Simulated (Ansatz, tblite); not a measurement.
Removing and adding an electron: ZnMe2 (C2H6Zn). Charge 0, multiplicity 1. Geometry: r2SCAN-D4/def2-TZVP. Ansatz, gas phase; energy differences of separate SCF runs; the oxidised species was run as a doublet alone; the reduced species was run as a doublet alone.

```xyz
9

Zn   -0.001   -0.001    0.001
C    -1.364    1.343   -0.278
H    -1.881    1.585    0.655
H    -2.118    1.003   -0.994
H    -0.934    2.271   -0.667
C     1.364   -1.344    0.278
H     2.163   -0.970    0.926
H     1.821   -1.646   -0.669
H     0.951   -2.241    0.747
```

The xTB rows come from tblite.

| level | −HOMO (eV) | vertical IE (eV) | −LUMO (eV) | vertical EA (eV) | HOMO–LUMO gap (eV) | IE − EA (eV) | remarks |
| --- | --- | --- | --- | --- | --- | --- | --- |
| GFN1-xTB | 10.05 | 13.26 | 4.85 | 1.92 | 5.20 | 11.34 | – |
| GFN2-xTB | 9.51 | 12.92 | 4.04 | 0.52 | 5.47 | 12.40 | – |
| PBE-D4/def2-TZVP | 6.02 | 9.17 | 0.52 | – | 5.51 | – | – |
| PBE-D4/def2-TZVPD | 6.05 | – | 0.60 | -0.59 | 5.44 | – | HOMO above zero (-1 doublet) |
| r2SCAN-D4/def2-TZVP | 6.24 | 9.15 | 0.17 | – | 6.08 | – | – |
| r2SCAN-D4/def2-TZVPD | 6.25 | – | 0.23 | -0.71 | 6.02 | – | HOMO above zero (-1 doublet) |
| PBE0-D4/def2-TZVP | 7.16 | 9.25 | -0.21 | – | 7.36 | – | – |
| PBE0-D4/def2-TZVPD | 7.17 | – | -0.04 | -0.68 | 7.20 | – | HOMO above zero (-1 doublet) |

   A HOMO above zero means that the electron is unbound at that level or that self-interaction error raises the level; the energy of removing that electron tells which. Raw xTB energy differences between charge states are shifted by several eV; the methods need an empirical correction for them. A negative affinity means that the extra electron isn't bound; its size then hangs on the basis.
